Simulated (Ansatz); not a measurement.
`CB([SiH3])S`, 11 atoms. Total charge 0; spin multiplicity 1. All runs use 2 threads of an AMD EPYC 7R32 on a shared host. Correlated methods freeze the cores.

(1) Give the basis size and wall time and peak host memory of each of these runs in Ansatz. RKS r2SCANh-D4/def2-TZVPP energy; RKS PBE0-D4/def2-QZVPP energy; RHF-MP2/def2-QZVPP energy; RKS PBE0-D4/def2-SVP energy; RHF-CCSD(T)/def2-SVP energy; RKS ωB97M-V/def2-SVP energy; RKS CAM-B3LYP-D4/def2-TZVPP energy; RHF-CCSD(T)/def2-TZVPP energy; direct RPA on PBE orbitals/def2-TZVPP energy; RKS PBE0-D4/def2-TZVP relaxation (11 steps); RKS BLYP-D4/def2-TZVPP energy; RKS ωB97M-V/def2-QZVPP energy. (Best estimate.)

Results:

(1) Ansatz gave: Other jobs shared the machine, so times are rough.

| level | job | functions | wall time | peak host memory (GiB) |
| --- | --- | --- | --- | --- |
| RKS PBE0-D4/def2-SVP | energy | 99 | 1.4 s | 0.44 |
| RKS BLYP-D4/def2-TZVPP | energy | 244 | 2.9 s | 0.32 |
| RHF-CCSD(T)/def2-SVP | energy | 99 | 4.3 s | 0.44 |
| RKS CAM-B3LYP-D4/def2-TZVPP | energy | 244 | 4.9 s | 0.66 |
| RKS ωB97M-V/def2-SVP | energy | 99 | 5.5 s | 0.44 |
| direct RPA on PBE orbitals/def2-TZVPP | energy | 244 | 6.5 s | 0.55 |
| RKS r2SCANh-D4/def2-TZVPP | energy | 244 | 6.5 s | 0.6 |
| RKS PBE0-D4/def2-QZVPP | energy | 464 | 13 s | 1.4 |
| RKS ωB97M-V/def2-QZVPP | energy | 464 | 26 s | 1.8 |
| RHF-MP2/def2-QZVPP | energy | 464 | 29 s | 2.7 |
| RKS PBE0-D4/def2-TZVP | relaxation (11 steps) | 178 | 47 s | 0.44 |
| RHF-CCSD(T)/def2-TZVPP | energy | 244 | 5.2 min | 1.9 |
